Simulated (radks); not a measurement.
All-electron atom: the selenium ion Se+ in [Ar] 3d10 4s2 4p3. Calculated with a radial shooting solver on a logarithmic mesh with Libxc functionals: scalar-relativistic Kohn-Sham, PBEsol, spin-unpolarised, spherical densities, finite nucleus; Fermi nuclear charge, rms radius 4.14 fm.

Radial electron density D(r) = 4 pi r^2 rho(r):

r (bohr),D(r) (e/bohr)
0.001935,1.345
0.0022,1.693
0.00252,2.155
0.002887,2.736
0.003308,3.460
0.00379,4.358
0.004342,5.463
0.004934,6.723
0.005653,8.333
0.006477,10.25
0.007421,12.52
0.008502,15.14
0.00974,18.12
0.01107,21.22
0.01268,24.76
0.01453,28.46
0.01665,32.13
0.01907,35.57
0.02185,38.51
0.02483,40.58
0.02845,41.83
0.0326,41.95
0.03735,40.97
0.04279,39.14
0.04863,37.08
0.05572,35.18
0.06383,34.30
0.07313,35.05
0.08378,37.60
0.09599,41.54
0.1091,45.56
0.125,48.78
0.1432,49.56
0.1641,47.12
0.188,41.84
0.2153,35.24
0.2448,29.79
0.2804,26.60
0.3213,26.74
0.3681,29.26
0.4217,32.02
0.4793,32.90
0.5491,30.88
0.6291,26.10
0.7207,19.91
0.8257,13.92
0.946,9.266
1.075,6.441
1.232,4.824
1.411,4.059
1.617,3.585
1.852,3.068
2.122,2.419
2.412,1.754
2.763,1.108
3.166,0.6142
3.627,0.2963
4.156,0.1235
4.761,0.04374
5.411,0.01385
6.2,0.003296
7.103,0.0006106

D(r) has 3 maxima, at r = 0.0308, 0.139, 0.472 bohr, and minima at 0.0643, 0.299 bohr, inside which lie 2.07, 11.03 electrons.
